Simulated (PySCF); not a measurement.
# Basis-set dependence of population analyses: `[BH3-][S+](C)C`

Compound: C2H9BS.
Atom-mapped SMILES: `[BH3-:1][S+:2]([CH3:3])[CH3:4]` (hydrogens: H5, H6, H7 on B1; H8, H9, H10 on C3; H11, H12, H13 on C4)

PBE0 throughout (PySCF), one geometry, spherical d and f functions. Isolated species at its PBE0-D3(BJ)/def2-SVP geometry, gas phase. Atoms taken as equivalent share a column and are averaged.

Mulliken charges (e):

| basis | functions | B1 | S2 | C3/C4 | H5/H6/H7 | H8 (×6) |
| --- | --- | --- | --- | --- | --- | --- |
| STO-3G | 33 | -0.157 | +0.394 | -0.309 | -0.096 | +0.112 |
| 6-31G | 58 | -0.201 | +0.418 | -0.716 | -0.049 | +0.227 |
| pcSseg-0 | 58 | -0.330 | +0.156 | -0.861 | +0.038 | +0.297 |
| 6-31G* | 78 | -0.264 | +0.345 | -0.676 | -0.034 | +0.229 |
| cc-pVDZ | 105 | -0.249 | +0.179 | -0.176 | -0.050 | +0.095 |
| def2-SVP | 105 | -0.231 | +0.051 | -0.155 | -0.040 | +0.102 |
| 6-311+G(2d,p) | 170 | -0.395 | +0.524 | -0.607 | -0.012 | +0.187 |
| aug-cc-pVDZ | 177 | -2.064 | +0.199 | +0.355 | +0.653 | -0.134 |
| def2-TZVP | 184 | -0.382 | +0.187 | -0.352 | -0.015 | +0.157 |
| IGLO-III | 239 | -0.114 | +0.376 | -0.520 | -0.081 | +0.170 |
| cc-pVTZ | 250 | -0.446 | +0.244 | -0.282 | +0.001 | +0.127 |

IAO charges (e):

```
        basis  functions      B1      S2   C3/C4  H5/H6/H7  H8 (×6)
       STO-3G         33  -0.433  +0.572  -0.475    -0.038   +0.154
        6-31G         58  -0.521  +0.518  -0.525    -0.006   +0.179
     pcSseg-0         58  -0.531  +0.495  -0.514    -0.002   +0.178
       6-31G*         78  -0.515  +0.571  -0.517    -0.012   +0.169
      cc-pVDZ        105  -0.540  +0.578  -0.513    -0.006   +0.168
     def2-SVP        105  -0.531  +0.575  -0.504    -0.010   +0.165
6-311+G(2d,p)        170  -0.546  +0.593  -0.529    -0.006   +0.172
  aug-cc-pVDZ        177  -0.542  +0.578  -0.520    -0.007   +0.171
    def2-TZVP        184  -0.549  +0.601  -0.533    -0.006   +0.172
     IGLO-III        239  -0.550  +0.603  -0.534    -0.006   +0.172
      cc-pVTZ        250  -0.547  +0.592  -0.530    -0.006   +0.172
```

Some averages cover members that differ in this geometry, most widely: H8 (×6), Mulliken in aug-cc-pVDZ -0.151 to -0.107; H8 (×6), Mulliken in 6-31G +0.213 to +0.240; H5/H6/H7, Mulliken in 6-31G -0.067 to -0.040; H8 (×6), Mulliken in 6-31G* +0.215 to +0.241 e.

Problem. Which scheme is steadiest as the basis changes?

Solution. Largest range over the bases for any column: IAO 0.12 e, Mulliken 1.95 e. IAO charges move least and Mulliken charges most, counted in e. Without the minimal STO-3G basis the ranges are IAO 0.11, Mulliken 1.95 e.

Problem. How much do the charges still move between the two largest bases, IGLO-III and cc-pVTZ?

Solution. At most, over all atoms: Mulliken 0.332 e, IAO 0.011 e.

Problem. What do the same runs give for the total energy, the frontier levels and the dipole moment?

Solution. 
| basis | energy (Eh) | HOMO (eV) | LUMO (eV) | μ (D) |
| --- | --- | --- | --- | --- |
| STO-3G | -498.7570 | -5.76 | 5.11 | 5.35 |
| 6-31G | -504.2868 | -7.70 | 1.15 | 4.90 |
| pcSseg-0 | -503.6466 | -7.99 | 0.87 | 5.00 |
| 6-31G* | -504.3493 | -7.66 | 0.85 | 4.78 |
| cc-pVDZ | -504.3750 | -7.71 | 0.83 | 4.78 |
| def2-SVP | -504.1698 | -7.74 | 0.87 | 4.88 |
| 6-311+G(2d,p) | -504.4172 | -7.81 | -0.03 | 4.71 |
| aug-cc-pVDZ | -504.3845 | -7.80 | -0.30 | 4.67 |
| def2-TZVP | -504.4275 | -7.81 | 0.45 | 4.70 |
| IGLO-III | -504.4313 | -7.80 | 0.35 | 4.68 |
| cc-pVTZ | -504.4307 | -7.81 | 0.52 | 4.70 |

The dipole is fixed by the density alone, so its range of 0.68 D shows that the density itself changes with the basis, not only its division among atoms.
